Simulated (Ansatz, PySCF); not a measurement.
CH7AlOP2, SMILES [O](C)[Al]([PH2])[PH2]. Atoms are numbered in the order given.

```xyz
12

Al     0.1589    -0.1136     0.1548
O     -0.3245    -1.3818    -0.8641
C     -1.0896    -1.6250    -1.9955
H     -1.6153    -0.7227    -2.3629
H     -0.4585    -2.0000    -2.8205
H     -1.8538    -2.3951    -1.7898
P      1.6771    -0.6787     1.8216
H      0.8992    -1.8090     2.2227
H      1.0781     0.2049     2.7734
P     -0.4981     2.0760    -0.3244
H     -0.7876     2.3572     1.0474
H     -1.8377     1.6770    -0.6305
```
Charge 0, spin multiplicity 1.

Geometry optimised at PBE0-D3(BJ)/def2-SVP. One conformer was computed; it need not be the lowest.

Two levels are set side by side: PBE-D3(BJ)/def2-SVP (Ansatz, an electronic-structure program) and PBE0-D3(BJ)/def2-SVP (Ansatz). Each level has its own optimised geometry; the coordinates shown are those of the second. Frequencies come from the Hessian of PySCF at each geometry. Differences are taken from unrounded values.

| quantity | PBE0-D3(BJ) | PBE-D3(BJ) | PBE-D3(BJ) minus PBE0-D3(BJ) |
|---|---|---|---|
| mean bond length (Å) | 1.526 | 1.539 | 0.013 |
| bond Al1–O2 (Å) | 1.697 | 1.717 | 0.020 |
| bond Al1–P7 (Å) | 2.324 | 2.340 | 0.016 |
| bond Al1–P10 (Å) | 2.336 | 2.354 | 0.018 |
| bond O2–C3 (Å) | 1.387 | 1.401 | 0.014 |
| bond C3–H4 (Å) | 1.107 | 1.116 | 0.009 |
| bond C3–H5 (Å) | 1.104 | 1.114 | 0.009 |
| bond C3–H6 (Å) | 1.104 | 1.113 | 0.009 |
| bond P7–H8 (Å) | 1.430 | 1.442 | 0.013 |
| bond P7–H9 (Å) | 1.430 | 1.443 | 0.013 |
| bond P10–H11 (Å) | 1.430 | 1.443 | 0.013 |
| bond P10–H12 (Å) | 1.431 | 1.444 | 0.013 |
| highest harmonic wavenumber (cm⁻¹) | 3101 | 2998 | -103 |
| mean harmonic wavenumber (cm⁻¹) | 1125 | 1085 | -40 |
| zero-point energy (kcal/mol) | 48.23 | 46.52 | -1.71 |

Exact exchange shortens and stiffens bonds; PBE has none. Differences between two approximate levels are no errors against the true value.
